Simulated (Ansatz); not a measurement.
`[OH][Sn]([F])[F]`, charge 0, multiplicity 2.

Give a relaxed structure at PBE0-D4/def2-TZVP (Ansatz 0.2.0). (Best estimate.)

Ansatz gave: 
Z-matrix (Å, degrees):
```
Sn
O 1 1.959
F 1 1.912 2 104.9
F 1 1.922 2 106.5 3 111.4
H 2 0.964 1 112.3 3 -154.6
```
